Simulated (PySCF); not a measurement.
Species: C₂H₄OSSi.
Numbering: `[CH:1]#[C:2][Si@H:3]([OH:4])[SH:5]` (hydrogens: H6 on C1; H7 on Si3; H8 on O4; H9 on S5)

Computed by this run: PySCF 2.14.0, PBE0-D3(BJ)/def2-SVP geometry optimisation, gas phase; density fitting, grid level 1; the optimiser is geomeTRIC in internal coordinates, started from a GFN2-xTB structure with every atom displaced at random (about 0.01 Å).

Step 2: E = -22878.4835 eV
```
atom  x, y, z in Å  |  force x, y, z in eV/Å
C1      2.3891   -0.1501   -0.1682   -0.051  -0.280   0.381
C2      1.2362   -0.2660    0.2159    0.074   0.270  -0.368
Si3    -0.5742   -0.1734    0.5208    0.066  -0.111   0.026
O4     -1.4016   -0.5934   -0.8573   -0.083   0.073   0.059
S5     -1.1620    1.8352    0.9424   -0.088   0.008  -0.040
H6      3.4388   -0.1144   -0.4084   -0.065   0.067  -0.101
H7     -0.9009   -1.0510    1.6765    0.014   0.005   0.005
H8     -1.2158   -1.4494   -1.2530    0.066  -0.026  -0.005
H9     -1.7541    1.9514   -0.2699    0.066  -0.007   0.042
```

Step 3: E = -22878.5081 eV
```
atom  x, y, z in Å  |  force x, y, z in eV/Å
C1      2.3988   -0.1719   -0.1492   -0.350  -0.150   0.232
C2      1.2294   -0.2379    0.1923    0.189   0.157  -0.257
Si3    -0.5743   -0.1661    0.5209    0.022   0.030   0.175
O4     -1.4185   -0.5833   -0.8423   -0.076  -0.124  -0.116
S5     -1.2099    1.8263    0.9476    0.054  -0.014   0.228
H6      3.4361   -0.1390   -0.4169    0.164   0.027  -0.060
H7     -0.8748   -1.0540    1.6754    0.029   0.012   0.026
H8     -1.1899   -1.4261   -1.2474    0.010   0.028  -0.037
H9     -1.7416    1.9408   -0.2819   -0.043   0.034  -0.190
```

Step 4: E = -22878.5249 eV
```
atom  x, y, z in Å  |  force x, y, z in eV/Å
C1      2.4006   -0.1914   -0.1350   -0.316  -0.012   0.032
C2      1.2172   -0.2032    0.1572    0.166   0.041  -0.112
Si3    -0.5799   -0.1585    0.5197   -0.025   0.078   0.163
O4     -1.4393   -0.5940   -0.8293   -0.029  -0.174  -0.116
S5     -1.2611    1.8155    0.9637    0.059  -0.053   0.213
H6      3.4358   -0.1695   -0.4126    0.170  -0.014   0.011
H7     -0.8345   -1.0505    1.6821    0.022   0.026   0.028
H8     -1.1608   -1.4124   -1.2549   -0.017   0.055  -0.041
H9     -1.7225    1.9527   -0.2922   -0.030   0.054  -0.177
```

Problem. Estimate the geometry and energy of step 5. (The exact step hangs on the optimiser's Hessian estimate; all steps are aligned on step 4, rigid shifts and turns removed.)

Solution. E = -22878.5387 eV, largest force 0.194 eV/Å
```
atom  x, y, z in Å  |  force x, y, z in eV/Å
C1      2.3905   -0.2043   -0.1302   -0.086   0.093  -0.147
C2      1.1973   -0.1630    0.1090    0.032  -0.064   0.048
Si3    -0.5911   -0.1548    0.5172   -0.061   0.068   0.031
O4     -1.4633   -0.6295   -0.8148    0.024  -0.117  -0.010
S5     -1.3185    1.7959    0.9865    0.012  -0.075   0.072
H6      3.4324   -0.2014   -0.3940    0.071  -0.042   0.071
H7     -0.7837   -1.0383    1.6980    0.003   0.032   0.021
H8     -1.1273   -1.4071   -1.2741   -0.014   0.051  -0.030
H9     -1.6807    1.9912   -0.2991    0.019   0.052  -0.055
```

The energy changes by -0.0138 eV. The first-order estimate −F·Δx gives -0.0196 eV and the mean of the old and new forces, exact on a quadratic surface, -0.0133 eV. The step makes an angle of 76° with the force vector and moves no atom by more than 0.066 Å.

What follows is the cost of the whole optimisation. Hardware: Arm Neoverse V1, one thread, on a shared host. Cost: 87 s of wall time, 0.41 GiB resident at most.
